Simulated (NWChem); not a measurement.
# CH$_{6}$O$_{2}$Si$_{2}$; SMILES O1[SiH2]OC[SiH2]1

```xyz
11

C     -1.4430     0.5170     0.0000
O     -1.1499    -0.8988     0.0000
Si     0.4539    -1.3556     0.0000
O      1.2599     0.1089     0.0000
Si     0.2490     1.4445     0.0000
H     -2.0515     0.7461     0.8834
H     -2.0515     0.7461    -0.8834
H      0.7913    -2.1391     1.2140
H      0.7913    -2.1391    -1.2140
H      0.4644     2.2813    -1.2094
H      0.4644     2.2813     1.2094
```
Atoms are numbered in this order, from 1.

Results from NWChem. Pople sets run with spherical d functions. STO-3G and 3-21G are far too small for this property and stand as cheap habits. Geometry: optimised at B3LYP/6-31G* (spherical d). GIAO values for the isolated, static molecule; σ is the absolute isotropic shielding, δ = σ(reference) − σ with the isolated reference molecule computed at the same levels (13C: tetramethylsilane, 1H: tetramethylsilane, 17O: water, 29Si: tetramethylsilane).

```json
[
 {"level": "KT2/pcSseg-1", "δ C1 (ppm)": "55.4", "δ O2 (ppm)": "27.3", "δ Si3 (ppm)": "-0.9", "δ O4 (ppm)": "50.7", "δ H6 (ppm)": "4.04", "δ H8 (ppm)": "5.37", "δ H10 (ppm)": "5.20", "relative time": "10"},
 {"level": "Hartree-Fock/STO-3G", "δ C1 (ppm)": "40.4", "δ O2 (ppm)": "-102.6", "δ Si3 (ppm)": "0.0", "δ O4 (ppm)": "-182.7", "δ H6 (ppm)": "1.09", "δ H8 (ppm)": "2.38", "δ H10 (ppm)": "1.93", "relative time": "1"},
 {"level": "B3LYP/6-311G**", "δ C1 (ppm)": "54.5", "δ O2 (ppm)": "23.4", "δ Si3 (ppm)": "-9.5", "δ O4 (ppm)": "52.7", "δ H6 (ppm)": "3.86", "δ H8 (ppm)": "5.37", "δ H10 (ppm)": "5.27", "relative time": "20"},
 {"level": "BHandHLYP/pcSseg-1", "δ C1 (ppm)": "52.2", "δ O2 (ppm)": "4.9", "δ Si3 (ppm)": "-14.9", "δ O4 (ppm)": "36.3", "δ H6 (ppm)": "3.76", "δ H8 (ppm)": "4.77", "δ H10 (ppm)": "4.81", "relative time": "9"}
]
```

Relative times are rough (shared machine, one core).
